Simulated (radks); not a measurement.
Results of a calculation; reference values are marked as such.
Neutral niobium, 41 electrons, occupied as [Kr] 4d4 5s1.

Level of theory: scalar-relativistic Kohn-Sham, PBE, spin-polarised, spherical densities, finite nucleus; open shells are filled with parallel spins first (spin-orbit coupling, left out, can overturn this in heavy ions); Fermi nuclear charge, rms radius 4.324 fm (a radial shooting solver on a logarithmic mesh with Libxc functionals).

Energy parts (eV):
part                       energy
total                 -103938.713
kinetic                107015.933
electron-nucleus      -250427.117
Hartree                 42705.387
exchange-correlation    -3232.916

Orbitals (lengths in bohr, moments of r in powers of bohr; <r^-3> diverges for s and p1/2; r(90%) holds 90 % of the orbital's charge):
1s up: occ. 1; eigenvalue (eV) -18807.36; <r^2> 0.001757; r(90%) 0.0646
1s down: occ. 1; eigenvalue (eV) -18807.36; <r^2> 0.001757; r(90%) 0.0646
2s up: occ. 1; eigenvalue (eV) -2630.290; <r^2> 0.02945; r(90%) 0.244
2s down: occ. 1; eigenvalue (eV) -2629.974; <r^2> 0.02944; r(90%) 0.244
2p up: occ. 3; eigenvalue (eV) -2348.542; <r^2> 0.02318; <r^-3> 2346; r(90%) 0.224
2p down: occ. 3; eigenvalue (eV) -2348.307; <r^2> 0.02318; <r^-3> 2346; r(90%) 0.224
3s up: occ. 1; eigenvalue (eV) -438.3873; <r^2> 0.2251; r(90%) 0.655
3s down: occ. 1; eigenvalue (eV) -438.2103; <r^2> 0.2251; r(90%) 0.655
3p up: occ. 3; eigenvalue (eV) -346.2972; <r^2> 0.2315; <r^-3> 384.0; r(90%) 0.674
3p down: occ. 3; eigenvalue (eV) -346.1003; <r^2> 0.2314; <r^-3> 383.8; r(90%) 0.674
3d up: occ. 5; eigenvalue (eV) -195.7981; <r^2> 0.2263; <r^-3> 50.50; r(90%) 0.694
3d down: occ. 5; eigenvalue (eV) -195.4969; <r^2> 0.2260; <r^-3> 50.49; r(90%) 0.694
4s up: occ. 1; eigenvalue (eV) -58.6833; <r^2> 1.536; r(90%) 1.70
4s down: occ. 1; eigenvalue (eV) -56.7447; <r^2> 1.512; r(90%) 1.68
4p up: occ. 3; eigenvalue (eV) -34.9525; <r^2> 1.972; <r^-3> 51.23; r(90%) 1.95
4p down: occ. 3; eigenvalue (eV) -32.7149; <r^2> 1.933; <r^-3> 52.83; r(90%) 1.93
4d up: occ. 4; eigenvalue (eV) -3.7132; <r^2> 5.970; <r^-3> 2.774; r(90%) 3.62
5s up: occ. 1; eigenvalue (eV) -4.4776; <r^2> 14.96; r(90%) 5.40

The highest occupied level is 4d up at -3.713 eV. The density falls to 0.001 e/bohr^3 at r = 4.75 bohr.
